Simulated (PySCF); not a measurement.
Compound: FH7Si3.
Atom-mapped SMILES: `[F:1][SiH2:2][SiH2:3][SiH3:4]` (hydrogens: H5, H6 on Si2; H7, H8 on Si3; H9, H10, H11 on Si4)

Structure used (PBE0-D3(BJ)/def2-SVP), in Å, numbered top down from 1:
```xyz
11
FH7Si3 angstrom
F      1.560   -1.605   -0.856
Si     1.839   -0.467    0.285
Si     0.036    1.030    0.200
Si    -1.853   -0.223   -0.405
H      3.162    0.158   -0.007
H      1.895   -1.154    1.609
H      0.288    2.116   -0.798
H     -0.151    1.653    1.549
H     -1.964   -1.409    0.498
H     -1.706   -0.693   -1.815
H     -3.098    0.596   -0.286
```

The closed-shell ground state was solved at several levels (PySCF, density fitting, gas phase, non-relativistic).

```json
{"level": "PBE0/def2-TZVP", "basis functions": "184", "HOMO (eV)": "-8.05", "LUMO (eV)": "-0.88", "gap (eV)": "7.17", "dipole (D)": "1.34"}
{"level": "PBE0/6-311+G(2d,p)", "basis functions": "174", "HOMO (eV)": "-8.08", "LUMO (eV)": "-0.97", "gap (eV)": "7.11", "dipole (D)": "1.46"}
{"level": "PBE0/6-31G*", "basis functions": "82", "HOMO (eV)": "-7.98", "LUMO (eV)": "-0.53", "gap (eV)": "7.45", "dipole (D)": "1.33"}
{"level": "PBE0/IGLO-III", "basis functions": "237", "HOMO (eV)": "-8.08", "LUMO (eV)": "-0.82", "gap (eV)": "7.26", "dipole (D)": "1.34"}
{"level": "PBE0/pcSseg-0", "basis functions": "62", "HOMO (eV)": "-8.56", "LUMO (eV)": "-0.65", "gap (eV)": "7.91", "dipole (D)": "1.69"}
{"level": "PBE0/def2-SVP", "basis functions": "103", "HOMO (eV)": "-8.10", "LUMO (eV)": "-0.61", "gap (eV)": "7.49", "dipole (D)": "1.35"}
{"level": "PBE0/cc-pVTZ", "basis functions": "230", "HOMO (eV)": "-8.04", "LUMO (eV)": "-0.80", "gap (eV)": "7.24", "dipole (D)": "1.29"}
{"level": "PBE0/aug-cc-pVDZ", "basis functions": "167", "HOMO (eV)": "-8.05", "LUMO (eV)": "-0.92", "gap (eV)": "7.13", "dipole (D)": "1.41"}
```

(1) What might PBE0/cc-pVDZ (103 basis functions) give for the same quantities?

(2) Over all these levels, which gives the widest orbital gap and which the narrowest?

(3) How much does the basis alone move the frontier levels among the 9 PBE0 rows (the withheld one included)?

(4) How far do the dipole and the HOMO energy spread over the levels?

## Answers

(1) HOMO -8.01 eV, LUMO -0.60 eV, gap 7.41 eV, dipole 1.36 D.

(2) PBE0/pcSseg-0 has the widest, 7.91 eV, and PBE0/6-311+G(2d,p) the narrowest, 7.11 eV. From the narrowest to the widest the HOMO moves by -0.48 eV and the LUMO by +0.32 eV.

(3) The HOMO by 0.58 eV and the LUMO by 0.44 eV. By rising basis size (HOMO, LUMO in eV): pcSseg-0 -8.56, -0.65; 6-31G* -7.98, -0.53; def2-SVP -8.10, -0.61; cc-pVDZ -8.01, -0.60; aug-cc-pVDZ -8.05, -0.92; 6-311+G(2d,p) -8.08, -0.97; def2-TZVP -8.05, -0.88; cc-pVTZ -8.04, -0.80; IGLO-III -8.08, -0.82.

(4) The dipole runs from 1.29 to 1.69 D (mean 1.40 D) and the HOMO from -8.56 to -7.98 eV.

One conformer stands for the species.
